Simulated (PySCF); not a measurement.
`N[SiH]1CCC1` in a uniform electric field

Species: C3H9NSi.
Structure used (GFN2-xTB), in Å, numbered top down from 1:
```xyz
14
C3H9NSi angstrom
N      2.1980   -0.7445   -0.2253
Si     0.6966   -0.4410    0.5622
C     -0.0408    1.2844    0.2210
C     -1.4056    0.6622   -0.1357
C     -1.0118   -0.8268   -0.2214
H      2.6701   -1.6172   -0.0593
H      2.3185   -0.4623   -1.1847
H      0.8784   -0.8713    1.9467
H      0.4041    1.8046   -0.6249
H     -0.0857    1.9928    1.0438
H     -2.1274    0.8267    0.6631
H     -1.8321    1.0518   -1.0597
H     -0.9676   -1.1714   -1.2541
H     -1.6953   -1.4886    0.3060
```

Level: wB97X-D/def2-SVPD (PySCF); nuclei fixed, core orbitals frozen in the response. Permanent dipole (0.336, -0.714, -0.874) D (1 au = 2.5417 D). Static polarisability (au):

```
x   75.04 -4.08  2.48
y   -4.08 66.79 -0.73
z    2.48 -0.73 61.02
```

Only the terms in μ and α are kept: μ(F) = μ + αF and ΔE = −μ·F − ½ F·αF.

Q: A field of 0.003 au (0.154 V/Å) is applied along each axis in both senses. Find the induced dipole, the size of the total dipole and the two energy terms.

A: 
```json
{"field along": "+x", "induced x (D)": "0.572", "induced y (D)": "-0.031", "induced z (D)": "0.019", "total size (D)": "1.453", "−μ·F (kJ/mol)": "-1.041", "−½F·αF (kJ/mol)": "-0.887"}
{"field along": "−x", "induced x (D)": "-0.572", "induced y (D)": "0.031", "induced z (D)": "-0.019", "total size (D)": "1.149", "−μ·F (kJ/mol)": "+1.041", "−½F·αF (kJ/mol)": "-0.887"}
{"field along": "+y", "induced x (D)": "-0.031", "induced y (D)": "0.509", "induced z (D)": "-0.006", "total size (D)": "0.953", "−μ·F (kJ/mol)": "+2.213", "−½F·αF (kJ/mol)": "-0.789"}
{"field along": "−y", "induced x (D)": "0.031", "induced y (D)": "-0.509", "induced z (D)": "0.006", "total size (D)": "1.544", "−μ·F (kJ/mol)": "-2.213", "−½F·αF (kJ/mol)": "-0.789"}
{"field along": "+z", "induced x (D)": "0.019", "induced y (D)": "-0.006", "induced z (D)": "0.465", "total size (D)": "0.900", "−μ·F (kJ/mol)": "+2.708", "−½F·αF (kJ/mol)": "-0.721"}
{"field along": "−z", "induced x (D)": "-0.019", "induced y (D)": "0.006", "induced z (D)": "-0.465", "total size (D)": "1.548", "−μ·F (kJ/mol)": "-2.708", "−½F·αF (kJ/mol)": "-0.721"}
```

Q: For the field (0.0027, 0.0018, -0.0018) au, what is the induced dipole, and what angle does it make with the field?

A: αF = (0.485, 0.281, -0.265) D, at 4.9° to the field. The polarisability along this direction, F·αF/F², is 65.51 au, against a mean of 67.62 au.

Q: At what field along the permanent dipole would the induced dipole along it equal the permanent one, in this linear picture?

A: The polarisability along the dipole is 63.99 au, so F = 0.4633 au / 63.99 au = 0.0072 au = 0.37 V/Å; higher-order terms are ignored.

Q: What field makes μF equal to kT at 200 K?

A: kT = 0.6334 × 10⁻³ Eh, so F = 0.00137 au = 7.03 MV/cm.

Q: Induction energy −ᾱe²/2R⁴ of a unit charge at 18 Å, the molecule taken as a point?

A: R = 34.02 bohr, so the energy is −67.6/(2 × 34.02⁴) Eh = -0.0663 kJ/mol. The charge–dipole term at its most favourable orientation, −μe/R², is -1.05 kJ/mol.

Isolated species at its GFN2-xTB geometry (one conformer only).

The pairwise dispersion term of wB97X-D wasn't added to the energies; at a given geometry it leaves orbitals and properties as they are.
